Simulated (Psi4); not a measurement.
C5H13Al (SMILES C[CH2][Al]([CH3])[CH2]C), singlet, at a GFN2-xTB geometry (such geometries of metal compounds can be far from the true shape), atoms displaced at random by about 0.03 Å a coordinate; HF/STO-3G, gradient (Psi4).

Here is a job for Psi4.
```
memory 2 GB

molecule mol {
0 1
Al   -0.136883    0.157180    0.432169
C    -0.041874   -0.240174    2.335734
H    -0.277849   -1.315173    2.604589
H    -0.845984    0.317037    2.892435
H     0.875698   -0.047184    2.838397
C     1.132186   -0.946372   -0.827729
C     1.767476   -2.085228   -0.191782
H     1.851183   -0.280882   -1.232941
H     0.461532   -1.307583   -1.705945
H     1.028451   -2.753042    0.239147
H     2.299303   -1.797041    0.728185
H     2.474458   -2.615585   -0.827690
C    -1.324868    1.565646   -0.255866
C    -1.227990    1.607858   -1.830566
H    -1.007445    2.525010    0.100637
H    -2.276458    1.401401   -0.003501
H    -1.655514    0.725480   -2.232452
H    -0.296852    1.838526   -2.182018
H    -1.931690    2.473589   -2.231598
symmetry c1
no_reorient
no_com
}

set {
  basis sto-3g
  reference rhf
}

gradient('scf')
print_variables()
```

Write the output that Psi4 gives for this input, abridged.


```
gradient() will perform analytic gradient computation.

   => Loading Basis Set <=

    Name: STO-3G
    Role: ORBITAL
    Keyword: BASIS

         ---------------------------------------------------------
                                   SCF
               by Justin Turney, Rob Parrish, Andy Simmonett
                          and Daniel G. A. Smith
                              RHF Reference
         ---------------------------------------------------------

  ==> Geometry <==

    Molecular point group: c1
    Full point group: C1

    Geometry (in Angstrom), charge = 0, multiplicity = 1:

       Center              X                  Y                   Z               Mass
    ------------   -----------------  -----------------  -----------------  -----------------
         AL          -0.136883000000     0.157180000000     0.432169000000    26.981538530000
         C           -0.041874000000    -0.240174000000     2.335734000000    12.000000000000
         H           -0.277849000000    -1.315173000000     2.604589000000     1.007825032230
         H           -0.845984000000     0.317037000000     2.892435000000     1.007825032230
         H            0.875698000000    -0.047184000000     2.838397000000     1.007825032230
         C            1.132186000000    -0.946372000000    -0.827729000000    12.000000000000
         C            1.767476000000    -2.085228000000    -0.191782000000    12.000000000000
         H            1.851183000000    -0.280882000000    -1.232941000000     1.007825032230
         H            0.461532000000    -1.307583000000    -1.705945000000     1.007825032230
         H            1.028451000000    -2.753042000000     0.239147000000     1.007825032230
         H            2.299303000000    -1.797041000000     0.728185000000     1.007825032230
         H            2.474458000000    -2.615585000000    -0.827690000000     1.007825032230
         C           -1.324868000000     1.565646000000    -0.255866000000    12.000000000000
         C           -1.227990000000     1.607858000000    -1.830566000000    12.000000000000
         H           -1.007445000000     2.525010000000     0.100637000000     1.007825032230
         H           -2.276458000000     1.401401000000    -0.003501000000     1.007825032230
         H           -1.655514000000     0.725480000000    -2.232452000000     1.007825032230
         H           -0.296852000000     1.838526000000    -2.182018000000     1.007825032230
[...]
  @DF-RHF Final Energy:  -433.62800685628918
    Total Energy =                       -433.6280068562891756
[...]

  Nuclear repulsion =  280.243547179130417

  ==> Basis Set <==

  Basis Set: STO-3G
    Blend: STO-3G
    Number of shells: 33
    Number of basis functions: 47
    Number of Cartesian functions: 47
    Spherical Harmonics?: true
    Max angular momentum: 1

  ==> DFJKGrad: Density-Fitted SCF Gradients <==

    Gradient:                    1
    J tasked:                  Yes
    K tasked:                  Yes
    wK tasked:                  No
    Integrals threads:           1
    Schwarz Cutoff:          1E-12
    Fitting Condition:       1E-10

   => Auxiliary Basis Set <=

  Basis Set: (STO-3G AUX)
    Blend: DEF2-UNIVERSAL-JKFIT
    Number of shells: 241
    Number of basis functions: 737
    Number of Cartesian functions: 860
    Spherical Harmonics?: true
    Max angular momentum: 4

  -Total Gradient:
     Atom            X                  Y                   Z
    ------   -----------------  -----------------  -----------------
       1       -0.033099159829     0.023414315870     0.019258624702
       2        0.062273184431     0.024771935579    -0.011047786312
       3       -0.009858610921    -0.032168234678     0.018947143687
       4       -0.026959325883     0.009571992635     0.016047998351
       5       -0.018386816998    -0.009780511393    -0.002499527436
       6        0.129729706442    -0.066383465450     0.024699113154
       7       -0.033499734296     0.046920906928    -0.066149423487
       8       -0.016772490898    -0.013623501318     0.013027971325
       9       -0.036623141911    -0.017566225576    -0.038094606435
      10        0.001690358507     0.012980039482     0.015477674880
      11       -0.006555841582    -0.003910896391     0.015678514135
      12        0.004973402133     0.005307629250    -0.001720630782
      13       -0.121365953858     0.020630892952     0.051311875158
      14        0.122012235277    -0.072372816228    -0.034876609965
      15        0.001463042945    -0.009566280705    -0.009503325161
      16        0.090721126851     0.010985057255    -0.026532959030
      17       -0.003784617408     0.024606835297     0.015736376930
      18       -0.064594747012    -0.002502786693     0.023155023908
      19       -0.041362615991     0.048685113186    -0.022915447624

  Variable Map:
  ----------------------------------------------------------------------------
[...]
  Array Variable Map:
  ----------------------------------------------------------------------------
[...]
[...]
```
